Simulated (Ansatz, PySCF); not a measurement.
Gas-phase reaction (SMILES): [Cl][AlH][Cl] + O (H2O) -> [OH][Al]([Cl])[Cl] + [H][H] (H2); water cleaves one Al-H bond, a model of a ligand-exchange step.

Structures are relaxed separately at B3LYP-D3(BJ)/def2-TZVP in Ansatz (a quantum-chemistry and plane-wave program), one conformer each, not searched for the lowest. Cores are frozen in the correlated levels unless marked. Spin-orbit coupling is left out. Non-relativistic. CBS marks a two-point X^-3 extrapolation of the correlation energy; Hartree-Fock from the larger set (for Q and 5 zeta extrapolated as (X+1)exp(-9√X)). Thermal terms are rigid-rotor harmonic-oscillator values from B3LYP-D3(BJ) frequencies (Ansatz or PySCF) at 298.15 K and 1 atm. 1 Eh = 627.5095 kcal/mol.

| species | E, CCSD(T)/CBS(cc-pV(Q+d)Z,cc-pV(5+d)Z) (Ansatz) (Eh) | E, r2SCAN-D4/def2-TZVPD (Ansatz + dftd4) (Eh) | H - E (Eh) |
|---|---|---|---|
| [Cl][AlH][Cl] | -1162.29931 | -1163.51622 | 0.01512 |
| O (H2O) | -76.37670 | -76.42298 | 0.02495 |
| [OH][Al]([Cl])[Cl] | -1237.54545 | -1238.81345 | 0.02337 |
| [H][H] (H2) | -1.17453 | -1.17100 | 0.01336 |

Work out ΔE and ΔH at 298.15 K at the first level, then ΔH at the second.


1. ΔE = [(-1237.54545) + (-1.17453)] - [(-1162.29931) + (-76.37670)] = -0.04397 Eh = -27.6 kcal/mol at CCSD(T)/CBS(cc-pV(Q+d)Z,cc-pV(5+d)Z).
2. The terms H - E add up to -0.00334 Eh, so ΔH = (-0.04397 + (-0.00334))×627.5095 = -29.7 kcal/mol.
3. At r2SCAN-D4/def2-TZVPD the same steps give ΔE = -28.4 and ΔH = -30.5 kcal/mol, a shift of -0.8 from the first level.
4. These values are not checked against measurement here, since the tables used lack a sound gas-phase enthalpy of formation for at least one species.
